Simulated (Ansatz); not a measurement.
Computed with Ansatz on PBE0-D4/def2-TZVP structures; ΔE is electronic, products minus reactants. CCSD(T)/CBS is the MP2 limit (def2-TZVPP, def2-QZVPP) plus CCSD(T) − MP2 in def2-TZVPP, frozen cores. DFT in def2-TZVPP. B3LYP here is the variant with VWN-RPA as its local correlation; programs differ in this. Elements past krypton have def2 core potentials. For Sn outer-core shells are correlated without core-valence functions, which leaves a few kJ/mol of doubt a bond. One conformer a species, not always the lowest.

Consider the substitution at a C–O bond: `C[O][Sn]([F])([F])[F]` + `CO[Si]O` → `CO[Si]OC` + `[OH][Sn]([F])([F])[F]`.

(1) Is it downhill or uphill in electronic energy at CCSD(T)/CBS, and by how much? (An estimate is asked.)

(2) What do these levels give: BLYP-D4, B3LYP-D4, r2SCANh-D4, r2SCAN0-D4, revPBE, CCSD/CBS(def2)? (Estimate.)

Largest T1 diagnostic among the species: 0.015.

Results:

(1) Ansatz gave: Uphill: ΔE = +10.8 kJ/mol.

(2) The calculation gave: BLYP-D4 5.2, B3LYP-D4 5.6, r2SCANh-D4 8.8, r2SCAN0-D4 8.5, revPBE 10.9, CCSD/CBS(def2) 10.8 kJ/mol.

Leaving LDA and LC-ωPBE aside and taking each functional with its dispersion term where it has one, the values, not all of them listed here, spread over 4.8 kJ/mol, from BLYP-D4 to PBE-QIDH. The D4 term adds −3.2 kJ/mol with B3LYP and −1.8 kJ/mol with PBE0; it sums over pairs of atoms, weighted by their polarisabilities, and B3LYP, whose exchange is more repulsive, gets the larger term. At CCSD(T), def2-SVP lies +3.7 kJ/mol from the extrapolated value and def2-TZVPP −0.0 kJ/mol.
